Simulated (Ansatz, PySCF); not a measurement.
Complex: SiH4 (SMILES [SiH4]) (first 5 atoms) with C2H6O (SMILES CCO); geometry from B3LYP-D3(BJ)/def2-TZVP, rigid monomers moved along the line of their centres of mass till Si1···O8 is 5.43 Å.
(charge 0, multiplicity 1):
```xyz
14

Si    -0.0535    -0.0674    -0.0831
H     -1.2349     0.1941     0.7671
H     -0.3987     0.3154    -1.4767
H      0.3081    -1.4990    -0.0665
H      1.0879     0.7688     0.3487
C      0.2531     1.3963     6.3310
C     -0.1189    -0.0700     6.2017
O      0.6907    -0.7639     5.2531
H     -0.4100     1.8999     7.0380
H      0.1786     1.8995     5.3663
H      1.2769     1.5099     6.6984
H     -0.0678    -0.5669     7.1779
H     -1.1401    -0.1742     5.8339
H      1.6159    -0.6575     5.5003
```

Counterpoise-corrected where a basis set is named; no monomer relaxation.

Frozen-core correlation.

Run with Ansatz (Gaussian orbitals); PySCF for the dispersion terms. 

PBE/def2-TZVPPD gives -0.14 kcal/mol for the interaction energy.

### Question
Where do these levels fall relative to PBE: PBE-D3(BJ)/def2-TZVPPD, r2SCAN/def2-TZVPPD, PBE0/def2-TZVPPD, wB97M-V/def2-TZVPPD, MP2/aug-cc-pV(D+d)Z.

### Answer
PBE-D3(BJ)/def2-TZVPPD -0.12; r2SCAN/def2-TZVPPD 0.01; PBE0/def2-TZVPPD 0.01; wB97M-V/def2-TZVPPD -0.12; MP2/aug-cc-pV(D+d)Z -0.11 kcal/mol. 2 of 5 lie above PBE; the widest gap is to PBE-D3(BJ)/def2-TZVPPD.

Ansatz is a quantum-chemistry and plane-wave program.
